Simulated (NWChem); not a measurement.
# SiH3O3, doublet; SMILES O[Si](O)O

```xyz
7

O     -1.4766    -0.1291     0.2097
Si     0.0932     0.0138    -0.3161
O      0.9309    -1.2656     0.3486
O      0.6008     1.4963     0.2265
H     -1.8459    -1.0178     0.1990
H      1.8090    -1.4239    -0.0122
H     -0.0413     1.9517     0.7845
```
Atoms are numbered in this order, from 1.

All runs: NWChem. Spin-unrestricted. Geometry: optimised at PBE0/def2-SVP, spin-unrestricted. No stability test was run on the SCF state. Vzz is the largest principal value of the second derivative of the potential at the nucleus (NWChem prints the opposite sign); η is the asymmetry. Non-relativistic.

For level UHF/def2-SVP:

| Property | Value |
|---|---|
| Vzz O1 (a.u.) | 1.500 |
| Vzz O3 (a.u.) | 1.484 |
| Vzz O4 (a.u.) | 1.526 |

What are these values for level UHF/def2-TZVP?


* **Vzz O1 (a.u.)**: 1.435
* **Vzz O3 (a.u.)**: 1.426
* **Vzz O4 (a.u.)**: 1.473
